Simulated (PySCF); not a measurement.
Structure elucidation problem

An unknown has the formula C₆H₈ClPSi. Its calculated NMR data are:

¹H NMR (600 MHz, computed): δ 7.64 (m, 2H), 7.49 (m, 2H), 4.04 (m, 3H), 3.37 (m, 1H).

¹³C{¹H} NMR (computed): δ 144.8, 139.0, 138.4, 135.1.

Theoretical values (PySCF 2.14): σ from GIAO-PBE0/pcSseg-1, GFN2-xTB structure. One computed conformer, non-relativistic, rapidly exchanging positions averaged, no solvent model.

References, each an isolated molecule treated in the same way: ¹H and ¹³C against TMS.

**Question.** Deduce the structure.

**Answer.** 
1. 4 carbon signals for 6 carbons: some carbons are equivalent by symmetry or fast rotation.
2. Carbon types of the structure: 2 × C, 4 × CH, leaving 4 H on heteroatoms.
3. δC 144.8: aromatic carbon bearing chlorine.
4. δC 139.0, 135.1: aromatic CH; the aromatic region.
5. δC 138.4: substituted aromatic carbon.
6. δH 7.64, 7.49: hydrogen on an aromatic CH; the ring current deshields protons in the ring plane.
7. δH 4.04: hydrogen on a silicon bonded to P.
8. δH 3.37: hydrogen on a phosphorus bonded to C, Si.

These data were computed for `[SiH3]Pc1ccc(Cl)cc1`.

This is the structure that produced the data.

Carbons that carry Cl, above all several Cl atoms, come out too deshielded, partly because spin–orbit coupling is missing. Splittings by ³¹P in the carbon and heteronuclear signals aren't shown, as no couplings were computed. Shifts are as computed. Against solution values, carbons near 30 ppm lie about +3 ppm off and those near 130 ppm about +5 ppm; carbons on Cl a further +6 ppm. Of 1211 compounds with measured shifts, 218 miss one by over three times the rms of a fit or turn the order of signals round; such compounds aren't used in these exercises. Multiplicities follow the n + 1 count of equivalent neighbours, as no J values were calculated; m marks all less simple cases, F and P coupling included.
